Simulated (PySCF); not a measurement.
## Excitation energy of Ag by level of theory

Ag [Kr] 4d10 5s1 (2S) → Ag [Kr] 4d9 5s1 5p1 (high-spin determinant), as a difference of total energies. All numbers are calculated (PySCF 2.14, the spin-free X2C one-electron Hamiltonian (Gaussian nucleus), in x2c-QZVPPall with one added diffuse shell each of s, p, d, f, g type (14s9p8d5f3g, 143 functions)). Correlated levels: valence: [Kr] frozen; valence and next inner shell: [Ar] 3d10 frozen. The calculations carry no spin-orbit coupling.

| method | excitation energy (eV) |
| --- | --- |
| UHF | 5.715 |
| LDA | 7.826 |
| PBE | 7.528 |
| PBE0 | 7.271 |
| r2SCAN | 7.239 |
| MP2 (valence) | 7.646 |
| SCS-MP2 (valence) | 7.570 |
| MP2 (valence and next inner shell) | 7.653 |
| SCS-MP2 (valence and next inner shell) | 7.508 |

How much does correlation contribute at MP2 (valence and next inner shell)?

7.653 − (5.715) = 1.938 eV, measured against UHF.

A first-order spin-orbit estimate (lowest level to lowest level, LS coupling) adds -0.172 eV.

The determinant of the upper state mixes LS terms, which raises its energy above the lowest term, most at the Hartree-Fock and MP2 levels.
